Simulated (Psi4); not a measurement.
CrO4, charge -2, singlet, at a GFN2-xTB geometry (such geometries of metal compounds can be far from the true shape) (a gas-phase anion, which may not be bound at this level). Base run: Psi4 with TPSS/STO-3G.

Input for Psi4:
```
memory 2 GB

molecule mol {
-2 1
  Cr    0.000000    0.000000   -0.000000
  O     1.119118    0.636211   -1.006299
  O     0.749129   -0.805372    1.208309
  O    -0.956229   -1.031680   -0.831319
  O    -0.912019    1.200841    0.629310
}

set basis sto-3g
set reference rks

energy('tpss')
print_variables()
```

Each row names what was changed in the base input (with any setting that the change needs).

| change | E (Eh) | core-seconds (rough) |
|---|---|---|
| base | -1330.17138 | 20 |
| functional = wb97x | ___ | 7 |
| functional = cam-b3lyp | ___ | 8 |
| functional = b3lyp5 | -1329.75950 | 6 |
| functional = blyp | -1329.96626 | 6 |
| functional = revpbe | -1329.89565 | 6 |
| functional = m06 | -1329.74509 | 10 |
| functional = b3lyp | ___ | 8 |
| functional = m11 | -1328.94213 | 10 |
| functional = hse06 | -1329.56773 | 20 |
| functional = wb97x-v | -1329.77670 | 70 |
| functional = svwn | ___ | 6 |
| functional = scan | -1330.09459 | 9 |

Complete the blanks.


- functional = wb97x, E (Eh): -1329.92945
- functional = cam-b3lyp, E (Eh): -1329.86311
- functional = b3lyp, E (Eh): -1329.98236
- functional = svwn, E (Eh): -1326.78878

Total energies compare only within one method and basis.

A gas-phase anion may not be bound at this level; its values then depend on the basis.
